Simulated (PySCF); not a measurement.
C3H10OSi2, SMILES C=C[SiH2]CO[SiH3].

Geometry: ωB97X-D3(BJ)/def2-SVP. This is a generated structure with no PubChem entry under its InChIKey; it may be hypothetical. The values are those of a single conformer.

All values below come from PySCF with PBE/def2-TZVP.

Computed frontier levels, gap, dipole moment and polarisability:
```json
{
 "highest_occupied_level": "-6.57 eV",
 "lowest_empty_level": "-1.49 eV",
 "orbital_gap": "5.08 eV",
 "dipole_moment": "0.84 D",
 "quadrupole, principal values (traceless, Buckingham form, about the centre of nuclear charge)": "-4.16, 0.42, 3.74 D·Å",
 "mean_static_polarisability": "97.0 bohr³ (14.37 Å³)",
 "polarisability_principal_values": "78.6, 92.0, 120.3 bohr³"
}
```
